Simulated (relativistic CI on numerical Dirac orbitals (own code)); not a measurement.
Method of calculation: Dirac-Coulomb-Breit CI, separate exchange-only KLI orbitals for each configuration, model QED, unscaled Slater integrals (own radial code, finite nucleus).

The strongest absorption lines from the ground level of an ion, among the configurations computed and to levels below about 121 eV (vacuum wavelength in nm, gf): 10.603 (0.66), 10.709 (1.9), 10.922 (0.75), 11.102 (0.78), 11.277 (1.6), 11.422 (3.1), 11.487 (0.53), 12.399 (0.45).

Q: Which ion is it?
A. Se XII
B. Se X
C. Se VIII
D. Sr XIV

A: B. Se X has 25 electrons and the ground level 3s2 3p6 3d7 4F_9/2; the strongest line goes to 3s2 3p5 3d8 4F°_9/2. The pattern of lines fixes the number of electrons, and along that sequence the line energies rise steadily with the charge (about as its square where n changes within one kind of shell, about linearly where n is kept but much faster in heavy ions where fine structure, which grows about as Z⁴, sets the gap, and irregularly where shells cross), which fixes Z. Configurations outside the model, such as inner-shell arrays, can give stronger lines. At this charge energies of transitions that change n are usually good to better than 1 %, and those within a shell (Δn = 0) to a few per cent. Terms inside the open d or f shell come out 10 to 20 % too wide with unscaled integrals.
